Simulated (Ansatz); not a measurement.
CH$_{7}$BSn (`[BH2][SnH2][CH3]`). Total charge 0; spin multiplicity 1. Correlated methods include outer-core shells of Sn, which these sets cover unevenly. Sn takes the def2 core potential.

```xyz
10

B    -0.3726   -0.0159   -2.0524
Sn    0.6734   -0.3665   -0.0944
C    -0.3950    0.3844    1.6086
H    -1.4586    0.4807   -2.1043
H     0.1478   -0.3306   -3.0808
H     2.2321    0.3511   -0.1158
H     0.9218   -2.0509    0.1261
H    -0.5272    1.4631    1.5200
H    -1.3770   -0.0857    1.6681
H     0.1554    0.1703    2.5247
```

Q: Give the diagnostics of a CCSD(T)/def2-TZVPP run (frozen core, the Gaussian-basis code of Ansatz). (Best estimate.)

A: Ansatz gave: T1 = 0.0121, largest single amplitude 0.028, largest double 0.030, (T) share of the correlation energy 3.0 %, 9 CCSD cycles. The RHF solution is stable towards an unrestricted one. T1 lies under the customary mark of 0.02 for closed shells.
